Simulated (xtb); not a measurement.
H₆Si₃, SMILES [SiH3][Si][SiH3] (connectivity only; charge and spin as stated), neutral, multiplicity 1. All values are semi-empirical tight-binding results from xtb (GFN2-xTB unless named), good for trends rather than for accurate numbers. Geometry: GFN2-xTB.

Task: Estimate the properties. (An estimate is asked for; the answer gives what the named calculation found.)

Result: 
The point group as xtb finds it comes out as C2v. The orbital gap is 1.55 eV and the dipole moment comes out as 0.36 D. The zero-point energy is 29.3 kcal/mol and the G − E(el) at 298.15 K (modified RRHO) comes out as 9.9 kcal/mol. The static polarisability (D4 model) is 93.9 bohr³, the solvation energy, GFN2-xTB/ALPB(water) is -1.3 kcal/mol and the solvation energy, GFN2-xTB/ALPB(hexane) is -1.0 kcal/mol.
